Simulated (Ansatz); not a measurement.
Consider the formal exchange of groups at the Al–O bond: `C#[C][AlH][OH]` + `CC` → `C#[C][AlH][CH2]C` + H₂O.

Isolated molecules relaxed with PBE0-D4/def2-TZVP in Ansatz; ΔE leaves out vibrations. CCSD(T)/CBS adds triple-zeta CCSD(T) − MP2 to the extrapolated MP2 energy (def2 sets, frozen cores). This one scheme is used for every species. Functionals use def2-TZVPP. One conformer a species, not always the lowest.

`C#[C][AlH][OH]`:

```xyz
7

C     1.875    0.870   -0.508
C     0.872    0.383   -0.036
Al   -0.699   -0.382    0.724
O    -1.979   -0.829   -0.287
H     2.759    1.300   -0.922
H    -0.869   -0.624    2.265
H    -1.960   -0.717   -1.236
```

`CC`:

Cartesian coordinates in Å:
```
C 0.459 -0.212 0.567
C -0.459 0.212 -0.567
H 0.574 0.585 1.305
H 0.069 -1.089 1.089
H 1.456 -0.465 0.199
H -0.574 -0.585 -1.305
H -0.069 1.089 -1.089
H -1.456 0.465 -0.199
```

`C#[C][AlH][CH2]C`:

Cartesian coordinates in Å:
```
C -0.415 -3.027 0.189
C 0.282 -2.037 0.199
Al 1.350 -0.450 0.206
C 0.486 1.284 -0.041
C -1.030 1.269 -0.231
H -1.025 -3.903 0.182
H 2.913 -0.602 0.415
H 0.975 1.774 -0.894
H 0.760 1.911 0.818
H -1.539 0.821 0.626
H -1.320 0.683 -1.106
H -1.437 2.276 -0.363
```

H₂O:

Z-matrix (Å, degrees):
```
O
H 1 0.960
H 1 0.960 2 105.1
```

| level | ΔE (kcal/mol) |
| --- | --- |
| B2PLYP | 39.3 |
| MP2/def2-TZVPP | 37.9 |

(1) What does CCSD(T)/CBS give? (Estimate.)

Largest T1 diagnostic among the species: 0.014.

Results:

(1) Computed: +36.7 kcal/mol. The listed levels differ from it by 2.6, 1.2 kcal/mol.

In def2-TZVPP, CCSD(T) changes the Hartree–Fock value by −3.9 kcal/mol (the triples alone add −0.6 kcal/mol) and MP2 by −3.5 kcal/mol. The D4 term adds −1.5 kcal/mol with B3LYP and −0.9 kcal/mol with PBE0; it sums over pairs of atoms, weighted by their polarisabilities, and B3LYP, whose exchange is more repulsive, gets the larger term.

B3LYP here is the variant with VWN-RPA as its local correlation; programs differ in this.
